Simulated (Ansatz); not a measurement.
B$_{2}$F$_{2}$H$_{4}$, SMILES `[BH2-]1[F+][BH2-][F+]1` at its PBE0-D4/def2-TZVP geometry, where that method's forces vanish. Charge 0, multiplicity 1.

| atom | x (Å) | y (Å) | z (Å) |
| --- | --- | --- | --- |
| B1 | 0.1656 | 1.0898 | 0.0813 |
| F2 | 0.0140 | -0.0819 | 1.0660 |
| B3 | -0.1656 | -1.0898 | -0.0812 |
| F4 | -0.0134 | 0.0818 | -1.0659 |
| H5 | 1.2851 | 1.4934 | 0.0980 |
| H6 | -0.7844 | 1.8034 | 0.1484 |
| H7 | 0.7840 | -1.8041 | -0.1485 |
| H8 | -1.2853 | -1.4927 | -0.0980 |

Problem. For each bond, give half the difference of the two atoms' forces along it (eV/Å; positive pushes the atoms apart) under PBE-D4, r2SCAN-D4, B3LYP-D4, ωB97M-V in def2-TZVPP. (Estimate.)

Solution. Computed: 
```tsv
bond	length (Å)	PBE-D4	r2SCAN-D4	B3LYP-D4	ωB97M-V
B1–F2	1.538	0.30	0.15	0.24	0.22
B1–F4	1.538	0.30	0.15	0.24	0.22
B1–H5	1.190	0.01	-0.07	-0.18	-0.18
B1–H6	1.190	0.01	-0.07	-0.18	-0.18
F2–B3	1.538	0.30	0.15	0.24	0.22
B3–F4	1.538	0.30	0.15	0.24	0.22
B3–H7	1.190	0.01	-0.07	-0.18	-0.18
B3–H8	1.190	0.01	-0.07	-0.18	-0.18
```

B3LYP here is the variant with VWN-RPA as its local correlation; programs differ in this.
